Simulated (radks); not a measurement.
Excited configurations of neutral tantalum: one electron is placed in a higher orbital outside [Xe] 4f14 5d3 6s1. The ground configuration is [Xe] 4f14 5d3 6s2. All-electron calculation, non-relativistic Kohn-Sham, PBEsol, spin-unpolarised, spherical densities, point nucleus; relativity is left out, which matters for an element this heavy. Program: a radial shooting solver on a logarithmic mesh with Libxc functionals. Excitation = E - E(ground); binding = E(ion) - E, where the ion is the core of charge +1; n* = 1/sqrt(2 binding) in atomic units, and the quantum defect is n - n*.

outer orbital,excitation (eV),binding (eV),n*,quantum defect
5f,6.512,0.911,3.864,1.136
6f,6.790,0.633,4.636,1.364
7s,5.118,2.306,2.429,4.571
7p,5.712,1.711,2.820,4.180
7d,6.445,0.978,3.729,3.271
7f,6.964,0.460,5.440,1.560

The Delta-SCF ionisation energy is 7.424 eV (NIST Atomic Spectra Database: 7.550 eV, measured). Self-interaction in the functional shifts the binding energies and quantum defects, so they are the method's values and not measured ones. Relativity is left out here, which matters for elements this heavy. Spin polarisation and multiplet splitting are left out, so open shells lie too high by an amount that depends on their filling.

Beside tabulated values, note that spin-unpolarised runs miss the spin-polarisation part of the exchange energy of open shells.
